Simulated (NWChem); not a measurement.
System: CH5F2NSi; SMILES F[Si@@H](CF)N

The following NWChem deck was run.

```
start job
memory heap 200 mb stack 900 mb global 1100 mb
geometry units angstroms noautoz
  N     -1.607909     0.658284     0.118808
  Si     0.027147     0.484800    -0.321986
  F      1.028172     1.572774     0.378578
  C      0.699659    -1.169657     0.287787
  F      0.012723    -2.218575    -0.287314
  H     -1.966092     0.394879     1.028656
  H     -2.237787     1.278810    -0.374219
  H      0.137907     0.679464    -1.789152
  H      0.617359    -1.238523     1.388978
  H      1.774546    -1.262112     0.048659
end
basis spherical
  * library def2-svp
end
dft
  xc becke88 lyp
  iterations 150
  mulliken
end
task dft energy
```

The geometry was optimised at PBE0/def2-SVP.

Q: What results follow from this input? (BLYP/def2-SVP.) Quantities: energy (Ha); highest occupied level (eV); orbital gap (eV); dipole (D).

A: The energy (Ha) comes out as -584.73 and the highest occupied level (eV) is -6.17. The orbital gap (eV) comes out as 6.66 and the dipole (D) is 1.64.
